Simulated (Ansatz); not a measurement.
A run of Ansatz (development build ahead of 0.2.0) on singlet BeO at this shape:

```xyz
2

Be    0.0000    0.0000    0.0000
O     0.0000    0.0000    3.1298
```

Its results:

```
Converged                       : yes
Total energy                    : -89.63663 hartree
Spin squared of the determinant : 1.026
Stability test                  : minimum
```

Which input gives this output? Name the method, the orbitals and the basis set, and write the input.

PBE (unrestricted) in pcseg-2.

```yaml
crystal:
  periodic: [false, false, false]
  atoms:
    - { symbol: Be, position_ang: [0.0, 0.0, 0.0] }
    - { symbol: O, position_ang: [0.0, 0.0, 3.1298] }
basis:
  gaussian: { orbitals: pcseg-2 }
magnetization:
  spin_polarized: true
hamiltonian:
  xc: pbe
```

Caution: charge can spread falsely over distant fragments; another spin multiplicity may lie lower; the unrestricted determinant is a mixture of spin states.
